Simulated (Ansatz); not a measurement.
Input for Ansatz (a quantum-chemistry and plane-wave program): FCI/cc-pVTZ on H4 chain, a point of a bond scan (R = 0.700 Å).

Ansatz 0.2 input:
```yaml
crystal:
  periodic: [false, false, false]
  atoms:
    - {symbol: H, position_ang: [0.00000000, 0.00000000, 0.00000000]}
    - {symbol: H, position_ang: [0.00000000, 0.00000000, 0.70000000]}
    - {symbol: H, position_ang: [0.00000000, 0.00000000, 1.40000000]}
    - {symbol: H, position_ang: [0.00000000, 0.00000000, 2.10000000]}
basis:
  gaussian:
    orbitals: cc-pVTZ
magnetization: {spin_polarized: false}
correlation: {method: fci, electrons: outside_noble_gas}
```

Output:

```
Functional definition: HF
[...]
integrals: 0.03 GiB planned
530 factors; integrals over basis functions are off by at most 2.2e-7 eV
mean field: 0.07 GiB planned
mean field evaluation 1: about -57.7290 eV, gradient 8.2e0 eV
mean field evaluation 2: about -57.7275 eV, gradient 8.2e0 eV
mean field evaluation 4: about -58.0080 eV, gradient 1.1e-1 eV
mean field evaluation 8: about -58.0080 eV, gradient 4.6e-5 eV
mean field -58.00799124 eV, -2.1317543590 hartree, gradient 8.1e-7 eV, S^2 0.000000; 0 other end points of the search recorded, 0 dependent functions left out
reference -58.00799124 eV, -2.1317543590 hartree; 2, 2 occupied and 54, 54 virtual orbitals, 530 factors
configuration interaction: 0.28 GiB planned
state -60.46177893 eV, -2.2219293931 hartree
Total energy: -60.46177893 eV, -2.2219293931 hartree
```

The run converged.

Cost: very roughly 2.6 core-seconds.
